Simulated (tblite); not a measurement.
C7H11FSSi.
Numbering: `[CH2:1]=[CH:2][CH2:3][C@@H:4]1[CH2:5][Si@@H:6]([F:7])[CH2:8][C:9]1=[S:10]` (hydrogens: H11, H12 on C1; H13 on C2; H14, H15 on C3; H16 on C4; H17, H18 on C5; H19 on Si6; H20, H21 on C8)

Geometry (GFN2-xTB, Å), atoms numbered from 1 in this order:
```xyz
21
C7H11FSSi angstrom
C      2.5071    1.6776    0.1950
C      2.2648    0.3888    0.0435
C      1.0576   -0.3082    0.5799
C      0.1820   -0.8722   -0.5612
C     -0.4241    0.2669   -1.3937
Si    -1.9835    0.7938   -0.4490
F     -3.2548    0.9120   -1.4376
C     -2.0646   -0.8193    0.5591
C     -0.9382   -1.6590    0.0507
S     -0.9186   -3.2778    0.1514
H      3.3918    2.1434   -0.2044
H      1.8329    2.3207    0.7378
H      2.9548   -0.2368   -0.5076
H      0.4647    0.3839    1.1811
H      1.3744   -1.1415    1.2137
H      0.8055   -1.5293   -1.1743
H     -0.6989   -0.1104   -2.3808
H      0.3163    1.0495   -1.5472
H     -1.9730    2.0393    0.2970
H     -1.9006   -0.6375    1.6237
H     -3.0044   -1.3669    0.4907
```

Level: GFN2-xTB in tblite, geometry and Hessian alike; calculated harmonic values, unscaled, isolated species. Errors from tens to a few hundred cm⁻¹ against measured bands are possible. Modes of hydrogen on silicon can be 10 to 20 % off. One conformer, not necessarily the lowest.

Harmonic wavenumbers (cm⁻¹): 40.5, 49.4, 64.7, 101.9, 135.1, 188.0, 196.3, 244.9, 278.2, 357.8, 385.0, 424.0, 501.5, 532.6, 567.7, 627.7, 649.3, 706.9, 734.1, 760.8, 778.6, 830.4, 861.1, 890.5, 911.3, 932.2, 998.7, 1020.9, 1027.9, 1057.0, 1094.5, 1134.7, 1137.0, 1171.1, 1201.5, 1214.2, 1248.1, 1268.2, 1293.3, 1312.4, 1328.6, 1413.9, 1426.5, 1464.0, 1468.5, 1715.3, 2358.9, 2950.7, 2952.1, 2956.1, 2976.7, 2982.0, 3002.5, 3014.0, 3059.8, 3094.7, 3125.6.

A = 991.9, B = 830.5, C = 501.4 MHz; mass 174.033 u (most abundant isotopes); point group C1, symmetry number 1.

Problem. Zero-point energy?

Solution. ½Σν̃ = 35110 cm⁻¹ = 420.01 kJ/mol.

Problem. Entropy at 400 K, 1 bar (ideal gas, RRHO, classical rotation)?

Solution. Translation 179.31, rotation 133.50, vibration 204.94: S = 517.7 J/(mol K).

Problem. And Cp and H(400 K) − H(0)?

Solution. Cp = 235.11 J/(mol K), of which vibrations give 201.85 (their classical limit is 57 R = 473.9); H(400 K) − H(0) = 54.63 kJ/mol without the zero-point energy, 41.33 from vibrations.

Problem. Blend soft modes into free rotors: weight 1/[1 + (100 cm⁻¹/ν̃)⁴] for the oscillator and the rest for a rotor with moment μB/(μ + B), μ = h/(8π²ν), B = 10⁻⁴⁴ kg m². What vibrational entropy results?

Solution. 184.40 J/(mol K) in place of 204.94, which changes −T·S at 400 K by +8.22 kJ/mol.

Problem. What must be added to the electronic energy to get the Gibbs energy at 400 K and 1 bar?

Solution. ZPE + [H(400 K) − H(0)] − T·S = 420.01 + 54.63 − 207.10 = 267.54 kJ/mol.

Problem. Which modes carry the vibrational entropy at 400 K?

Solution. 40.5 cm⁻¹: 24.34; 49.4 cm⁻¹: 22.69; 64.7 cm⁻¹: 20.45; 101.9 cm⁻¹: 16.71; 135.1 cm⁻¹: 14.40; 188.0 cm⁻¹: 11.72 J/(mol K); the other 51 give 94.63 together.

Problem. How do the functions run with temperature in this model?

Solution. 
```json
{"T (K)": "150", "S (J/(mol K))": "357.3", "Cp (J/(mol K))": "111.8", "H − H(0) (kJ/mol)": "11.20", "G − H(0) (kJ/mol)": "-42.39", "ln q(vib)": "4.29"}
{"T (K)": "250", "S (J/(mol K))": "425.6", "Cp (J/(mol K))": "161.0", "H − H(0) (kJ/mol)": "24.78", "G − H(0) (kJ/mol)": "-81.62", "ln q(vib)": "7.52"}
{"T (K)": "298.15", "S (J/(mol K))": "456.1", "Cp (J/(mol K))": "185.9", "H − H(0) (kJ/mol)": "33.13", "G − H(0) (kJ/mol)": "-102.85", "ln q(vib)": "9.04"}
{"T (K)": "600", "S (J/(mol K))": "627.9", "Cp (J/(mol K))": "307.8", "H − H(0) (kJ/mol)": "109.44", "G − H(0) (kJ/mol)": "-267.28", "ln q(vib)": "18.33"}
{"T (K)": "900", "S (J/(mol K))": "766.5", "Cp (J/(mol K))": "374.5", "H − H(0) (kJ/mol)": "212.69", "G − H(0) (kJ/mol)": "-477.17", "ln q(vib)": "26.90"}
```

q(vib) and H(0) count from the zero-point level.

Hindered rotation and anharmonicity are outside this model. Other conformers, if any are populated, would add a mixing term that is left out. The structure is chiral; the term R ln 2 for an equal mix with its mirror image is left out.
